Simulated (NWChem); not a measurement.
System: SiH3Cl; SMILES [SiH3]Cl

```xyz
5

Si     0.0000     0.0000    -0.9600
Cl     0.0000     0.0000     1.1078
H     -0.7872    -1.1686    -1.4420
H      1.4056    -0.0975    -1.4420
H     -0.6184     1.2661    -1.4420
```
Atoms are numbered in this order, from 1.

The geometry was optimised at PBE0/def2-SVP.

 Unshifted, non-relativistic core excitations; the lowest 4 roots alone, so stronger bands may lie above.

### Question
List the first Cl K-edge excitations from PBE0/6-311G** (spherical d), restricted-window TDA (NWChem).

### Answer
| state | energy (eV) | dipole oscillator strength | leading excitation (squared amplitude) |
|---|---|---|---|
| S1 | 2765.7 | 0.0026 | 1s of atom 2 or its equivalents → LUMO (0.95) |
| S2 | 2767.8 | 0.0008 | 1s of atom 2 or its equivalents → LUMO+2 (0.99) |
| S3 | 2767.8 | 0.0008 | 1s of atom 2 or its equivalents → LUMO+3 (0.99) |
| S4 | 2767.9 | 0.0002 | 1s of atom 2 or its equivalents → LUMO+1 (0.94) |
